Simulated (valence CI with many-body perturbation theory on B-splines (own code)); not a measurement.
## Br¹³⁺ in brief

Computed by relativistic CI+MBPT: four valence electrons over a frozen Dirac-Fock core [Ar], radial functions for each j: 7 s, 7 p, 8 d, 6 f, 4 g, 1 h, with the one-electron correlation potential Σ1 (screened to all orders), the two-electron term Σ2, the three-electron term Σ3, Breit, model QED; selected single and double excitations, second order for the rest, scaled by the run's own slope (own B-spline code, finite nucleus).

No measured spectrum was set against this ion. As an estimate, terms of the open shell hold to 2 to 4 % of their energy, and close levels can change places. The list stops below the first excitations out of the core. Only levels of the ground parity were solved; by the run's estimate the other parity begins above the list, which can be wrong where configurations are misplaced.

Rates and lifetimes use the calculated energies. Strong lines usually hold to 10 to 20 %, long lifetimes can be off by a factor of two.

**Question.** What is the ground level?

**Answer.** 3d⁴ ⁵D_0, composition 95 % 3d⁴ ⁵D + 5 % 3d⁴ ³P.

**Question.** How is the term ⁵D of the ground level split?

**Answer.** J = 0 at 0.0, J = 1 at 1886, J = 2 at 4786, J = 3 at 8182, J = 4 at 11814 cm⁻¹.

**Question.** How well does LS coupling describe the low levels?

**Answer.** Among the lowest 20 levels the leading LS term, summed over configurations, holds 86 % on average. For single configurations the figures are 86 % in LS and 58 % in jj coupling. Terms mix most in the J = 3 level at 70067 cm⁻¹, where the leading one holds 57 %.

**Question.** What is the ionisation energy?

**Answer.** 435.51 eV; NIST lists 436 ± 3 eV (theoretical).
